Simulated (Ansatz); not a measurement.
```csv
atom,x (Å),y (Å),z (Å)
B,0.0367,-0.1460,-0.9031
F,0.0514,0.1358,0.5440
```

Basis set: aug-cc-pVDZ (spherical functions). Left uncorrelated: 2 orbitals. Charge 0, multiplicity 1.

Computed with Ansatz (development build ahead of 0.2.0); each method stands on the lowest determinant of its kind that the runs found. Restricted open shells among the atoms or ions are ROHF, correlated in semicanonical orbitals with singles.

Problem. Give the atomization energy at this shape (free ground-state atoms in the same class of orbitals less the molecule, no zero-point energy) of singlet BF by RHF-MP2, RHF.

Solution.

| method | atomization energy |
| --- | --- |
| RHF-MP2 | 164.63 kcal/mol |
| RHF | 118.01 kcal/mol |

Caution: stretched shape with no unrestricted run beside it, a lower state can exist. Caution for RHF-MP2: bonds are stretched, where a single reference can fail.
